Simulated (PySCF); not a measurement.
H₂INSe, SMILES N[Se]I. Coordinates come from a B3LYP-D3(BJ)/def2-SVP optimisation. The def2 effective core potentials stand for the cores of I; spin–orbit coupling is left out. The values are those of a single conformer.

The numbers are results of B3LYP-D3(BJ)/def2-SVP in PySCF, not measurements.

Harmonic wavenumbers (cm⁻¹): 156, 220, 455, 547, 776, 995, 1559, 3512, 3626. Rotational constants (GHz): 12.27, 1.226, 1.122; symmetry number 1.

Task: Work out the zero-point energy and the ideal-gas rigid-rotor harmonic-oscillator thermochemistry at 298.15 K and 1 atm.

Result: ZPE = ½ Σ hcν = ½ × 11846 cm⁻¹ = 16.94 kcal/mol. H − E(el) = 20.40 kcal/mol. Entropy in cal/(mol K): translation 42.09, rotation 27.35, vibration 6.22, total 75.66. G − E(el) = -2.16 kcal/mol. Cp = 15.29 cal/(mol K).
